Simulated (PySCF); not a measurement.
A structure optimised at B3LYP-D3(BJ)/def2-SVP, used in a PySCF frequency run:

```xyz
7

Sn     0.0000     0.0000     0.2912
O      1.6155    -0.0839    -0.8772
O     -1.6155     0.0839    -0.8772
H      0.0835    -1.4702     1.1663
H     -0.0835     1.4702     1.1663
H      1.7080     0.7066    -1.4276
H     -1.7080    -0.7066    -1.4276
```
Charge 0, spin multiplicity 1.

Q: Write its SMILES, formula and point group.

A: [OH][SnH2][OH], H₄O₂Sn, C2

Q: What are its rotational constants (standard atomic weights)?

A: 10.789, 5.3203, 3.8647 GHz
